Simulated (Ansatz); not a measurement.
Diatomic YO, multiplicity 2 (lowest of 2S+1 = 2, 4, 6 at CCSD(T)/def2-TZVPP on PBE0 minima; our sources give no spin for the ground state, which may be another). No spin–orbit coupling.

The constants come from a fifth-degree fit in 1/R (seven points, main isotopes). In def2 and cc sets the state is the lowest found near the PBE0 minimum, followed along R.

Correlated levels freeze the inner cores; with def2 sets outer-core shells near the valence are correlated too. CBS: X⁻³ extrapolation of the correlation energy, Hartree–Fock from the larger set.

Run with Ansatz (a quantum-chemistry and plane-wave program). Each number belongs to the level named beside it. In def2 rows elements past Kr take small-core potentials, without spin–orbit coupling.

Question: What bond length and harmonic frequency does BHLYP/def2-TZVPP give?

Answer: r_e = 1.781 Å, ω_e = 909 cm⁻¹.

Question: What bond length and harmonic frequency does CCSD(T)/def2-TZVPP give?

Answer: r_e = 1.809 Å, ω_e = 855 cm⁻¹.

Question: What bond length and harmonic frequency does CCSD(T)/CBS(def2-TZVPP, def2-QZVPP) give?

Answer: r_e = 1.792 Å, ω_e = 856 cm⁻¹.
